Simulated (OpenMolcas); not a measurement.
## Ar⁴⁺: effect of the active space

* Program: OpenMolcas 26.06
* Method: SS-CASPT2 or its RAS form, IPEA 0.25 Eh, imaginary shift 0.1 Eh
* Basis: ANO-RCC-VTZP
* Scalar Hamiltonian: DKH2, point nucleus
* Spin-orbit coupling: RASSI with atomic mean-field integrals over the reference wave functions, term energies averaged over their components

A. 2 electrons in 3 orbitals (3p); 2S+1 = 3 even, 3 roots; 2S+1 = 1 even, 6 roots; closed shells correlated: 2s 2p 3s; CASPT2 step of the order of 0.7 core-seconds
B. 4 electrons in 4 orbitals (3s 3p); 2S+1 = 3 even, 6 roots; 2S+1 = 1 even, 11 roots; 2S+1 = 5 odd, 1 root; 2S+1 = 3 odd, 9 roots; 2S+1 = 1 odd, 8 roots; closed shells correlated: 2s 2p; CASPT2 step about 4 core-seconds
C. 4 electrons in 8 orbitals (3s 3p 4s 4p); 2S+1 = 3 even, 6 roots; 2S+1 = 1 even, 11 roots; 2S+1 = 5 odd, 1 root; 2S+1 = 3 odd, 9 roots; 2S+1 = 1 odd, 8 roots; closed shells correlated: 2s 2p; CASPT2 step roughly 15 core-seconds
D. 4 electrons in 9 orbitals (RAS2 3s 3p; RAS3 3d, at most 2 electrons); 2S+1 = 3 even, 6 roots; 2S+1 = 1 even, 12 roots; 2S+1 = 5 odd, 1 root; 2S+1 = 3 odd, 9 roots; 2S+1 = 1 odd, 8 roots; closed shells correlated: 2s 2p; CASPT2 step about 26 core-seconds

Energies in cm⁻¹ above 3s² 3p² ³P₀, the measured ground level; measured values from Saloman, J. Phys. Chem. Ref. Data 39, 033101 (2010).

```
      Level      A      B      C      D  Measured
3s² 3p² ³P₀    0.0    0.0    0.0    0.0       0.0
3s² 3p² ³P₁    711    696    693    681       763
3s² 3p² ³P₂   1918   1866   1866   1841      2029
3s² 3p² ¹D₂  16420  16050  16550  16720     16299
3s² 3p² ¹S₀  38760  36630  37300  38770     37912
```

Deviations, from unrounded energies. A percentage is the sum of absolute deviations over the sum of measured energies, with the sign that they share, or ± where signs differ.

| Against measurement | Levels | A | B | C | D |
| --- | --- | --- | --- | --- | --- |
| mean absolute deviation (cm-1) | 4 | 290 | 440 | 270 | 390 |
| fine structure of the ground term (%) | 2 | -5.8 | -8.2 | -8.3 | -9.7 |
| other terms of the ground configuration (%) | 2 | +1.8 | -2.8 | ±1.6 | +2.4 |

A, C lie about equally close to measurement and B furthest from it. The largest miss of C in the table is 3s² 3p² ¹S₀, by -620 cm-1. The ranking rests on the paired levels alone, and a cruder setting can come out closer through cancelling errors.

The two smallest mean deviations differ by little beside CASPT2's spread within terms, so their order carries little weight.

Among A to D the level of the table that moves most is 3s² 3p² ¹S₀, by 2100 cm-1 (lowest in B, highest in D). Moves below CASPT2's spread within the term are not significant.

CASPT2 breaks the degeneracy within a term, and the mean is taken; among the terms shown or strongly mixed into the levels shown the widest spread is 120 cm-1 (3s² 3p² ¹D, A). Over all roots computed the reference weight is 0.87 to 0.99 in B, 0.85 to 0.99 in C; the roots of lowest weight are the least certain, and an intruder state may touch them. With the s shell closed, the reference lacks s² → p² mixing (holds for A). Active for correlation alone: 4p 4s; no level in the range computed is led by a configuration that fills them, so any true level of that kind is missing (holds for C). Active for correlation alone: 3d; no level in the range computed is led by a configuration that fills it, so any true level of that kind is missing (holds for D). Measured partners are found by configuration, term and J. A level has none where our copy of the source lacks it or the pairing is in doubt (some pairs that miss far off the trend of their configuration count as doubtful), and it then counts in no deviation. Only configurations of the active space appear. The table leaves out levels that lie high or whose names do not pair safely across all columns.
